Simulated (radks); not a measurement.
Isoelectronic series with 8 electrons, all held in the configuration [He] 2s2 2p4, which need not be the ground one along the series. All-electron calculation, scalar-relativistic Kohn-Sham, BLYP, spin-polarised, spherical densities, finite nucleus; open shells are filled with parallel spins first (spin-orbit coupling, left out, can overturn this in heavy ions); Fermi nuclear charge, rms radius of each element as measured or else 0.836 A^(1/3) + 0.57 fm. Program: a radial shooting solver on a logarithmic mesh with Libxc functionals. Total energies (hartree) and orbital eigenvalues (eV):

| ion | E (hartree) | 2p down | 2p up | 2s down |
|---|---|---|---|---|
| O | -75.13537 | -7.2313 | -10.1631 | -21.8863 |
| Ne2+ | -126.79127 | -52.0441 | -56.8269 | -75.2759 |
| Mg4+ | -192.57705 | -125.1101 | -131.6958 | -157.1120 |
| Si6+ | -272.50767 | -225.8132 | -234.1788 | -266.7793 |
| S8+ | -366.62397 | -354.0170 | -364.1499 | -404.1960 |
| Ar10+ | -474.98039 | -509.6977 | -521.5903 | -569.4168 |
| Ca12+ | -597.64223 | -692.8785 | -706.5266 | -762.5604 |
| Ti14+ | -734.68466 | -903.6096 | -919.0108 | -983.7877 |
| Cr16+ | -886.19279 | -1141.960 | -1159.113 | -1233.294 |
| Fe18+ | -1052.26136 | -1408.012 | -1426.918 | -1511.304 |
| Ni20+ | -1232.99541 | -1701.864 | -1722.524 | -1818.074 |
| Zn22+ | -1428.50952 | -2023.624 | -2046.039 | -2153.887 |
| Ge24+ | -1638.92961 | -2373.412 | -2397.585 | -2519.059 |
| Se26+ | -1864.39292 | -2751.359 | -2777.293 | -2913.935 |
| Kr28+ | -2105.04740 | -3157.607 | -3185.305 | -3338.893 |
| Sr30+ | -2361.05317 | -3592.309 | -3621.776 | -3794.343 |
| Zr32+ | -2632.58247 | -4055.628 | -4086.869 | -4280.730 |
| Mo34+ | -2919.81870 | -4547.741 | -4580.759 | -4798.535 |
| Ru36+ | -3222.96423 | -5068.831 | -5103.633 | -5348.283 |
